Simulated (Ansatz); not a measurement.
Species: YI₂ (charge 0, doublet). The spin state was set by rule; other spins were not relaxed. 
Coordinates optimised at B3LYP-D3(BJ)/def2-TZVP (Ansatz, an electronic-structure program):
SMILES: [I][Y][I]
```xyz
3

Y      0.8137    -0.0105    -0.0018
I     -0.2771     2.0053    -1.6378
I     -0.3216    -1.9975     1.6391
```
Charge 0, spin multiplicity 2.

Basis-set convergence of Hartree-Fock and MP2 correlation energies (hartree) with Ansatz. Valence correlation only, unless marked. Open shells are spin-unrestricted. No spin-orbit coupling. The frozen core is the preceding noble-gas configuration, with the filled d and f shells of earlier blocks. Past Kr the def2 sets carry scalar-relativistic core potentials.

```
basis       functions       E(HF)  E(corr, MP2)
----------  ---------  ----------  ------------
def2-SVP           83  -631.34324      -0.22560
def2-TZVPP        156  (withheld)    (withheld)
```

Problem. Fill in the missing entries.

Solution. 
- def2-TZVPP, E(HF): -631.37270
- def2-TZVPP, E(corr, MP2): -0.31120
